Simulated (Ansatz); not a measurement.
BrH4NSi2 (`Br[SiH]1N[SiH2]1`), relaxed with RKS PBE-D4/def2-SVP in Ansatz 0.2.0 from a rough embedded geometry. The force threshold is 0.03 eV/Å; the program also tests the step.

Charge 0, multiplicity 1.

Start:

```xyz
8

Br   -1.929   -2.100    0.058
Si   -1.157   -0.127    0.021
N     0.368   -0.186    0.676
Si    0.871    0.254   -0.834
H    -1.908    0.902    0.783
H     0.495    0.631    1.320
H     1.542    1.548   -0.753
H     1.719   -0.923   -1.271
```

```json
{"step": "1", "energy (eV)": "-87321.3519", "largest force (eV/Å)": "6.040", "largest move (Å)": "0.000"}
{"step": "2", "energy (eV)": "-87322.2773", "largest force (eV/Å)": "2.687", "largest move (Å)": "0.191"}
{"step": "3", "energy (eV)": "-87322.5906", "largest force (eV/Å)": "0.655", "largest move (Å)": "0.197"}
{"step": "4", "energy (eV)": "-87322.7095", "largest force (eV/Å)": "0.564", "largest move (Å)": "0.200"}
{"step": "5", "energy (eV)": "-87322.7614", "largest force (eV/Å)": "1.490", "largest move (Å)": "0.195"}
{"step": "6", "energy (eV)": "-87322.8160", "largest force (eV/Å)": "0.594", "largest move (Å)": "0.075"}
{"step": "7", "energy (eV)": "-87322.8378", "largest force (eV/Å)": "0.517", "largest move (Å)": "0.200"}
{"step": "8", "energy (eV)": "-87322.8638", "largest force (eV/Å)": "0.255", "largest move (Å)": "0.173"}
{"step": "9 (rejected)", "energy (eV)": "-87322.8633", "largest force (eV/Å)": "0.232", "largest move (Å)": "0.138"}
{"step": "10", "energy (eV)": "-87322.8772", "largest force (eV/Å)": "0.067", "largest move (Å)": "0.067"}
{"step": "11 (rejected)", "energy (eV)": "-87322.8763", "largest force (eV/Å)": "0.193", "largest move (Å)": "0.030"}
{"step": "12", "energy (eV)": "-87322.8786", "largest force (eV/Å)": "0.035", "largest move (Å)": "0.015"}
{"step": "13", "energy (eV)": "-87322.8788", "largest force (eV/Å)": "0.007", "largest move (Å)": "0.008"}
```

End:

```xyz
8

Br   -2.079   -2.118    0.147
Si   -1.120   -0.082    0.073
N     0.398    0.125    0.898
Si    0.935    0.288   -0.784
H    -2.220    0.895    0.368
H     0.800    0.089    1.838
H     1.505    1.623   -1.186
H     1.780   -0.820   -1.354
```

It took 12 s on 4 threads of an Intel Xeon Platinum 8488C on a shared host, with 0.17 GiB of host memory at the peak.
